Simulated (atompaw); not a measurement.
## An all-electron radial function and its pseudo partner (gold)

Columns: radius, all-electron u(r) and pseudo u(r) of the 4f shell (level -81.58 eV) of gold in the configuration [Kr] 4d10 4f14 5s2 5p6 5d10 6s1 6p0; LDA (PW92), scalar-relativistic, PAW (atompaw) scheme, atompaw 4.2.0.5.

| r (bohr) | all-electron | pseudo |
| --- | --- | --- |
| 0.092 | 0.2006 | 0.0158 |
| 0.185 | 0.8376 | 0.2019 |
| 0.277 | 1.3080 | 0.6692 |
| 0.369 | 1.4528 | 1.1677 |
| 0.462 | 1.3803 | 1.3451 |
| 0.554 | 1.2121 | 1.2134 |
| 0.646 | 1.0180 | 1.0180 |
| 0.738 | 0.8321 | 0.8321 |
| 0.831 | 0.6667 | 0.6667 |
| 0.923 | 0.5292 | 0.5292 |
| 1.015 | 0.4169 | 0.4169 |
| 1.108 | 0.3259 | 0.3259 |
| 1.200 | 0.2547 | 0.2547 |
| 1.292 | 0.1986 | 0.1986 |
| 1.385 | 0.1543 | 0.1543 |
| 1.477 | 0.1203 | 0.1203 |
| 1.569 | 0.0937 | 0.0937 |
| 1.662 | 0.0729 | 0.0729 |
| 1.754 | 0.0568 | 0.0568 |
| 1.846 | 0.0444 | 0.0444 |
| 1.938 | 0.0347 | 0.0347 |
| 2.031 | 0.0271 | 0.0271 |
| 2.123 | 0.0212 | 0.0212 |
| 2.215 | 0.0166 | 0.0166 |
| 2.308 | 0.0130 | 0.0130 |
| 2.400 | 0.0102 | 0.0102 |

Q: How many radial nodes do the two functions have?

A: The all-electron 4f function has n − l − 1 = 0; the pseudo-wave has 0.

Q: At about which radius was the pseudo-wave matched?

A: 0.60 bohr, where the columns begin to agree (steps of 0.09 bohr).

Q: Where does each function peak?

A: Outermost all-electron maximum near 0.37 bohr, pseudo maximum near 0.46 bohr (to the table’s step).

Q: Is the pseudo-wave norm-conserving?

A: No, it belongs to a PAW set: the norm inside the radius is not constrained, and the difference is carried by the augmentation charge.
